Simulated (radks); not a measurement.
Spin polarisation of the 5d9 shell in the gold ion Au2+. Start: [Xe] 4f14 5d(up 4.5, down 4.5); electrons of 5d are moved from spin down to spin up, other shells keep equal spins. All-electron calculation, scalar-relativistic Kohn-Sham, PBE, spin-polarised, spherical densities, point nucleus. Program: a radial shooting solver on a logarithmic mesh with Libxc functionals. Estimate the energy gained and the exchange splitting at a moment of 1 Bohr magnetons.

Answer. At moment 1 the spin-polarisation energy is -0.168 eV and the 5d exchange splitting 0.673 eV, that is 0.673 eV per Bohr magneton; E = -I m^2/4 would give I = 0.672 eV.
